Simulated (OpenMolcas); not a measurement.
Ions of charge +3 along the 3d row on the Zr site of Cs2ZrCl6

```
Program             : OpenMolcas
Method              : SS-CASPT2, IPEA 0.25 Eh, imaginary shift 0.1 Eh
Spin-orbit coupling : state interaction with AMFI integrals over the reference wave functions
```

The d shell is active; CASPT2 correlates the ligand valence shells and the outer metal core. Each dopant is a cluster with its nearest anions in model potentials and point charges, with no relaxation and no local charge compensation. Distances were set from a Shannon-type radius of the metal (high-spin where two are listed) plus a fixed donor radius (Cl 1.76 Å), in hosts weighted 0.65 to 0.35 with the host's distance in the model lattice. Ligand basis ANO-RCC-VDZP, DKH2 Hamiltonian. States (labels of O, the rotations of Oh). Energies in cm-1 above the lowest state or level, χT in cm3 K/mol; under a threefold ground state the first gap can be a small split of the lowest multiplet, not the spin-orbit step; 10Dq and B are least-squares fits to the states below 45000 cm-1, weighted by degeneracy, with a free offset, and given where the rms deviation is under 5 % of |10Dq| (or 100 cm-1) and under 700 cm-1. Spin-only χT is S(S+1) / 2 for the spin of the ground state.

```csv
Ion,Shell,R (Å),Metal basis,Ground state,First state of that spin,10Dq,B (rms of fit),First gap with spin-orbit (degeneracies),χT at 300 K,First state of another spin,Spin-only χT
Ti3+,3d1,2.435,ANO-RCC-VTZP,2T2,2E 14030,14034,,"220 (4, 2)",0.447,,0.375
V3+,3d2,2.416,ANO-RCC-VTZP,3T1,3T2 13140,14262,712 (254),"5 (2, 3)",0.907,1T2 8930,1.000
Cr3+,3d3,2.4,ANO-RCC-VTZP,4A2,4T2 14140,,,"12400 (4, 4)",1.839,2E 12450,1.875
Mn3+,3d4,2.419,ANO-RCC-VTZP,5E,5T2 14690,,,"15 (1, 3)",2.953,3T1 5030,3.000
```

Every ion keeps the highest spin of its shell. χT departs most from the spin-only value for V3+, by -0.093 cm3 K/mol.

Roots that are degenerate in the reference are averaged as groups; the widest CASPT2 spread within a group is 570 cm-1 (the 3-fold group of multiplicity 2 near 63300 cm-1 above the lowest state of its run, Cr3+). Shifts and gaps below about the spread of the groups concerned are not significant. Over all roots computed the reference weight is 0.68 in Ti3+, 0.67 to 0.68 in V3+, 0.66 to 0.67 in Cr3+, 0.63 to 0.67 in Mn3+; a low but even weight reflects the number of correlated electrons. Ligand-to-metal charge-transfer states are missing. With one d shell and no ligand orbital active, 10Dq can be off by a tenth or more. An orbital triplet at a regular site is open to Jahn-Teller coupling, which can distort the site and quench the lowest spin-orbit gaps and is left out (holds for Ti3+; V3+). With no ligand orbital active B as a rule stays too high, so bands that hang on it stand too high and its fall with covalency is understated (holds for V3+; Cr3+; Mn3+). These CASPT2 states fit no ligand-field parameters well, so their order and spin gaps are uncertain (holds for Cr3+; Mn3+). An orbital doublet at a regular site is open to a Jahn-Teller distortion, which this geometry leaves out (holds for Mn3+). This shell can be high or low spin here, a state of another spin lies low, and with metal d orbitals alone active their balance is uncertain, so the ground spin may be wrong (holds for Mn3+). No measured value stands beside these numbers; the geometry was set by hand and not optimised.
